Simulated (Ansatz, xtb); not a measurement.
**Relaxing a trial structure of C2H8AlClSi**

The starting geometry of this gas-phase singlet was built from a drawn formula by distance geometry and a force field; its bonds are those of `[SiH3][CH2][AlH][CH2]Cl`.

```yaml
atoms:
  - { symbol: C, position_ang: [0.2865, 0.5137, 1.9092] }
  - { symbol: C, position_ang: [-2.6621, 0.0318, 0.2188] }
  - { symbol: Al, position_ang: [-0.7980, -0.5811, 0.6992] }
  - { symbol: Cl, position_ang: [-3.5968, 0.1741, 1.7372] }
  - { symbol: Si, position_ang: [0.4877, 2.2051, 1.1568] }
  - { symbol: H, position_ang: [-0.8038, 2.8428, 0.9892] }
  - { symbol: H, position_ang: [1.1928, 2.0949, -0.1391] }
  - { symbol: H, position_ang: [1.2996, 3.0087, 2.0492] }
  - { symbol: H, position_ang: [1.2770, 0.0638, 2.0665] }
  - { symbol: H, position_ang: [-0.1940, 0.6308, 2.9028] }
  - { symbol: H, position_ang: [-0.2454, -1.9926, 0.1616] }
  - { symbol: H, position_ang: [-3.1239, -0.7688, -0.4331] }
  - { symbol: H, position_ang: [-2.5484, 0.9787, -0.3049] }
```

Task: Predict what becomes of its bonds when it is optimised with r2SCAN-D4/def2-SVP.

Result: A new bond forms, giving a structure with Cl4 bridging Al3 and C2, given below by its coordinates. Contacts that close: Al3–Cl4 (3.08 → 2.49 Å).

The energy falls by 0.42 eV over 24 steps:

```
step  E − E(last) (eV)
   1             0.419
   4             0.144
   6             0.064
   9             0.005
  11             0.002
  14             0.002
  16             0.001
  19             0.001
  21             0.000
  24             0.000
```

Final geometry (Å):

```xyz
13

C     0.1142    0.6510    1.9235
C    -2.6721    0.0377    0.1568
Al   -0.8831   -0.5460    0.7414
Cl   -3.1461   -0.9893    1.6777
Si    0.7017    2.2233    1.0901
H    -0.4710    3.0331    0.6282
H     1.5242    1.9048   -0.1222
H     1.5326    3.0924    1.9819
H     0.9856    0.1234    2.3523
H    -0.5374    0.9411    2.7694
H    -0.3011   -1.8870    0.1309
H    -3.2138   -0.4267   -0.6778
H    -3.0625    1.0441    0.3612
```

From the same start GFN2-xTB reaches the same bonding as this run.

No frequencies were run, so the end isn't proven a minimum. Run with Ansatz 0.2.0, 86 s on 2 threads of Intel(R) Xeon(R) Platinum 8259CL CPU @ 2.50GHz (Skylake/Cascade Lake) (shared host).
